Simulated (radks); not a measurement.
The mean radii <r> (bohr) of the occupied orbitals of an atom or ion are listed with their occupations. Method: scalar-relativistic Kohn-Sham, LDA (Slater exchange, Perdew-Wang correlation), spin-polarised, spherical densities, point nucleus; computed with a radial shooting solver on a logarithmic mesh with Libxc functionals.

orbital  occ.      <r>
1s up       1  0.03432
1s down     1  0.03432
2s up       1   0.1498
2s down     1   0.1498
2p up       3   0.1304
2p down     3   0.1304
3s up       1   0.4163
3s down     1   0.4161
3p up       3   0.4170
3p down     3   0.4169
3d up       5   0.3995
3d down     5   0.3992
4s up       1    1.059
4s down     1    1.054
4p up       3    1.172
4p down     3    1.168
4d up       5    1.608

Name the element and its charge. Open shells, if any, are filled with parallel spins first.

Answer. Z = 43, technetium, charge +2: Tc2+ in [Kr] 4d5. The 1s radius gives Z: for a bare nucleus <r> = (2 gamma + 1)/(2Z) with gamma = sqrt(1 - (Z/c)^2), 0.03371 bohr for Z = 43, and screening makes it slightly larger (0.03432 here). The occupations add up to 41, and the charge is Z minus that.
